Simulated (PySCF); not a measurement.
C7H5NO2.
Structure used (GFN2-xTB), in Å, numbered top down from 1:
```
atom  x, y, z in Å
O1     5.6506    0.3589   -0.3598
C2     4.6349    0.7921   -0.8388
C3     3.3156    0.4178   -0.4727
C4     2.1866    0.1001   -0.1572
C5     0.9225   -0.2439    0.1748
C6    -0.1962   -0.5660    0.5042
C7    -1.5541   -0.9332    0.8265
N8    -2.5048   -0.3812   -0.1223
C9    -3.4827    0.4572    0.2732
O10   -3.6886    0.7881    1.4120
H11    4.6451    1.5563   -1.6445
H12   -1.8292   -0.5259    1.8073
H13   -1.6390   -2.0277    0.8597
H14   -2.3686   -0.5879   -1.0988
H15   -4.0965    0.8033   -0.5778
```

Vertical excitations from PySCF (density fitting, frozen core in the response, grid level 2 and gas phase unless stated; continuum runs use non-equilibrium linear response for the excitations) on a GFN2-xTB geometry. Reference run:

| settings | S1, eV (f) | S2, eV (f) | S3, eV (f) | S4, eV (f) | S5, eV (f) | S6, eV (f) | T1, eV (Tamm–Dancoff) | mean α (au) |
| --- | --- | --- | --- | --- | --- | --- | --- | --- |
| PBE0/def2-SVPD, full TDDFT, 6 singlets | 3.54 (0.000) | 3.69 (0.001) | 4.31 (0.139) | 4.81 (0.002) | 4.85 (0.002) | 5.05 (0.010) | 2.96 | 115.2 |

Question: What do these settings give: OLYP/def2-SVPD, damping 0.3 at the start, DIIS from the seventh cycle, full TDDFT, 3 singlets?

Answer: 
```
                                                                                     settings    S1, eV (f)    S2, eV (f)    S3, eV (f)  S4, eV (f)  S5, eV (f)  S6, eV (f)  T1, eV (Tamm–Dancoff)  mean α (au)
OLYP/def2-SVPD, damping 0.3 at the start, DIIS from the seventh cycle, full TDDFT, 3 singlets  3.02 (0.021)  3.13 (0.000)  3.39 (0.001)           –           –           –                   2.68        122.6
```

S1 moves by -0.52 eV (OLYP has no exact exchange, PBE0 25 % exact exchange). States are counted by energy in each run and needn't keep their character from row to row.

Question: Which orbital pairs make up S1 in each run, and how does it sit against the orbital gap?

Answer: 
| settings | S1 configurations (weight) | S1 (eV) | orbital gap (eV) | S1 − gap (eV) |
| --- | --- | --- | --- | --- |
| PBE0/def2-SVPD, full TDDFT, 6 singlets | H−2→L 0.94 | 3.54 | 5.13 | -1.59 |
| OLYP/def2-SVPD, damping 0.3 at the start, DIIS from the seventh cycle, full TDDFT, 3 singlets | H−1→L 0.84, H→L 0.13 | 3.02 | 2.94 | +0.08 |

One conformer stands for the species.
